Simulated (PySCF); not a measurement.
An unknown shows these calculated signals:

1H NMR (300 MHz, computed): δ 2.12 (s, 3H), 1.82 (s, 1H).

13C{1H} NMR (computed): δ 111.8 (C), 100.0 (CH), 84.6 (C), 80.5 (C), 5.4 (CH3).

[PySCF 2.14: geometry: GFN2-xTB; shieldings: GIAO PBE0/pcSseg-1; no solvent model; non-relativistic Hamiltonian; a single conformation; rapidly exchanging positions averaged]

References, each an isolated molecule treated in the same way: 1H, 13C against TMS.

Which of these does the molecule contain: a Si–CH3 group, a Si–H bond, a heteroaromatic ring, a C≡C triple bond?

## Answers


- A Si–CH3 group: no.
- A Si–H bond: no.
- A heteroaromatic ring: no.
- A C≡C triple bond: yes (δC 100.0, 84.6; δH 1.82 (s)).

The data belong to `C#C[Si](F)(F)C#CC`, C₅H₄F₂Si; they needn't prove each group on their own.

Carbon signals by region: 1 in the sp2 and nitrile region (100–160 ppm), 3 at 50–100 ppm, 1 below 50 ppm.

Splittings by 19F in the carbon and heteronuclear signals aren't shown, as no couplings were computed. Shifts are as computed. Against solution values, carbons near 30 ppm lie about +3 ppm off and those near 130 ppm about +5 ppm. Of 1309 compounds with measured shifts, 239 miss one by over three times the rms of a fit or turn the order of signals round; such compounds aren't used in these exercises. No couplings were computed; multiplicities are counted from neighbouring protons, with m where these are inequivalent, close in shift, in a saturated or five-membered ring or joined by F or P, and br s for small geminal =CH2 splittings.
